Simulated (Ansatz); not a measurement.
Ansatz (a quantum-chemistry and plane-wave program) input (HF/def2-TZVP):

Ansatz 0.2 input:
```yaml
crystal:
  periodic: [false, false, false]
  atoms:
    - {symbol: Zr, position_ang: [0.03092102, 0.00708016, 0.03178002]}
    - {symbol: H, position_ang: [-0.35990742, -1.72709983, -0.53389875]}
    - {symbol: H, position_ang: [-0.87693353, 1.44389343, -0.73730210]}
basis:
  gaussian:
    orbitals: def2-TZVP
hamiltonian:
  xc: {name: HF}
magnetization: {spin_polarized: true, initial_magnetization: 2}
relax: {f_tol: 0.003, max_steps: 100}
```

End of the output:

```
mean field evaluation 352: about -1295.4184 eV, gradient 5.3e-2 eV
mean field evaluation 384: about -1294.9575 eV, gradient 3.6e0 eV
mean field evaluation 416: about -1293.6473 eV, gradient 3.3e0 eV
mean field evaluation 448: about -1295.4042 eV, gradient 1.1e-1 eV
mean field evaluation 480: about -1294.3888 eV, gradient 2.7e-1 eV
mean field evaluation 512: about -1294.3980 eV, gradient 1.9e-1 eV
mean field evaluation 544: about -1294.7624 eV, gradient 1.5e0 eV
mean field -1295.43099930 eV, -47.6062111497 hartree, gradient 5.2e-6 eV, S^2 2.011597; 7 other end points of the search recorded, 0 dependent functions left out
the calculation of the forces begins
reference -1295.43099930 eV, -47.6062111497 hartree; 8, 6 occupied and 44, 46 virtual orbitals, 490 factors
Total energy: -1295.43099930 eV, -47.6062111497 hartree
Atom 0 at    -0.016163    -0.003701    -0.016612 Å, force     0.000569     0.000130     0.000584 eV/Å
Atom 1 at    -0.319182    -1.827097    -0.502943 Å, force     0.000064    -0.002204    -0.000155 eV/Å
Atom 2 at    -0.870575     1.554672    -0.719866 Å, force    -0.000633     0.002074    -0.000429 eV/Å
Dipole moment:     0.349003     0.079913     0.358698 e Å
```

The spin state was set by rule; other spins were not relaxed.
